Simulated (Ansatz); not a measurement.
Reaction (formal exchange of groups at a C–S bond): `F/C=C/[S][AlH2]` + `[AlH3]` → `F/C=[CH]/[AlH2]` + `[AlH2][SH]`

Gas-phase electronic energies from Ansatz, PBE0-D4/def2-TZVP geometries. CCSD(T)/CBS is the MP2 limit (def2-TZVPP, def2-QZVPP) plus CCSD(T) − MP2 in def2-TZVPP, frozen cores. This one scheme is used for every species. Double bonds are as drawn, so ΔE can hold a change between cis and trans. DFT in def2-TZVPP. B3LYP here is the variant with VWN-RPA as its local correlation; programs differ in this. Each species was taken in one conformer, which may not be the lowest.

`F/C=C/[S][AlH2]`:

```xyz
9

F    -1.719    1.398   -0.626
C    -0.464    1.098   -0.311
C    -0.157    0.547    0.874
S     1.495    0.078    1.299
Al    0.668   -1.295   -0.242
H     0.255    1.392   -1.069
H    -0.965    0.350    1.575
H    -0.308   -2.447    0.221
H     1.196   -1.121   -1.721
```

`[AlH3]`:

```xyz
4

Al    0.000    0.000    0.000
H    -0.938    0.509   -1.173
H    -0.110   -1.497    0.511
H     1.048    0.989    0.663
```

`F/C=[CH]/[AlH2]`:

```xyz
8

F    -2.148    1.133    0.889
C    -1.096    0.342    0.650
C    -0.206    0.576   -0.305
Al    1.253   -0.666   -0.514
H    -1.085   -0.496    1.342
H    -0.368    1.465   -0.910
H     1.295   -1.901    0.482
H     2.354   -0.453   -1.633
```

`[AlH2][SH]`:

Z-matrix (Å, degrees):
```
Al
S 1 2.181
H 1 1.579 2 116.5
H 1 1.581 2 118.9 3 -180.0
H 2 1.344 1 93.7 3 180.0
```

CCSD(T)/CBS gives -88.4 kJ/mol.

(1) Another level gave -82.3 kJ/mol. Which?
A. B3LYP-D4/def2-TZVPP
B. PBE-D4/def2-TZVPP
C. HF/def2-TZVPP
D. PBE/def2-TZVPP

Largest T1 diagnostic among the species: 0.013.

## Answers

(1) D. PBE -82.3, B3LYP-D4 -90.9, HF/def2-TZVPP -108.9, PBE-D4 -77.6 kJ/mol.

In def2-TZVPP, CCSD(T) changes the Hartree–Fock value by +19.8 kJ/mol (the triples alone add +4.9 kJ/mol) and MP2 by +24.3 kJ/mol. The D4 term adds +7.7 kJ/mol with B3LYP and +4.0 kJ/mol with PBE0; it sums over pairs of atoms, weighted by their polarisabilities, and B3LYP, whose exchange is more repulsive, gets the larger term.
